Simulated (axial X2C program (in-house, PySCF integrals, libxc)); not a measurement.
## Worked dissociation energy of ZrSn: CCSD(T), without spin–orbit coupling

All values were computed with an axial X2C code built on PySCF integrals. Spin-free means the one-electron spin-free X2C Hamiltonian. Basis: Sn dyall-cv3z [11s12p9d4f1g], Zr dyall-cv3z [11s12p9d6f3g] (cores contracted in-house); Gaussian nuclei, density fitting, unrestricted open shells. Masses: Sn 119.902 u, Zr 89.905 u.

Molecular state: M_S = 2, Λ = 2 (beyond evenly filled blocks: σα, π+α, π-α, δ+α).

Correlated methods: 8 electrons correlated (number of frozen shells: Sn 4 s, 3 p, 2 d; Zr 4 s, 3 p, 1 d), 370 virtual spin orbitals or spinors in MP2, 90 natural virtuals in coupled cluster.

| Item | Value |
| --- | --- |
| E(Sn) (2M_S = 2, M_L = 0) | -6173.891558 hartree |
| E(Zr) (2M_S = 2, M_L = 2) | -3596.286849 hartree |
| E(ZrSn) at Re | -9770.248011 hartree |
| ωe | 197.2 cm⁻¹ |
| ωexe | 0.377 cm⁻¹ |

**Question.** Work out De and D0.

**Answer.** De = -6173.891558 + (-3596.286849) − (-9770.248011) = 0.06960 hartree = 1.894 eV. The zero-point energy is ωe/2 − ωexe/4 = 98 cm⁻¹ = 0.012 eV, so D0 = 1.882 eV.

Occupations by symmetry block were frozen at the best pattern of an incomplete PBE0 search. Dissociation energies refer to the lowest single-determinant-based atoms at the same level and basis. Coupled cluster ran in a truncated set of natural virtual spinors; the MP2 energy of the rest was added. (T) has no such correction and the atoms are truncated less, which lowers De at CCSD(T) by a hundredth of an eV or more. PBE0 can misorder states that lie within some tenths of an eV, so this need not be the ground state of the molecule. The nearest other spin-free determinant of the search, M_S = 1, Λ = 1, lies 0.45 eV up at the distance of the search. The outer-core s and p shells of the metal are frozen in the correlated rows, which leaves out core–valence correlation; for alkali and alkaline-earth bonds that tends to lengthen them. The T1 diagnostic is large, a sign of multireference character. With the outer-core shells frozen, correlated bond lengths of heavy atoms tend to come out a few hundredths of an ångström too long. Spin-free De lacks the spin–orbit lowering of the heavy p-block atom, a tenth of an eV or more for 4p and 5p, up to an eV for 6p and one to two eV for 7p atoms, less what an open-shell molecule gains itself.

Each atomic determinant is the lowest at this level and need not be a pure term. Totals compare only within one Hamiltonian and basis.
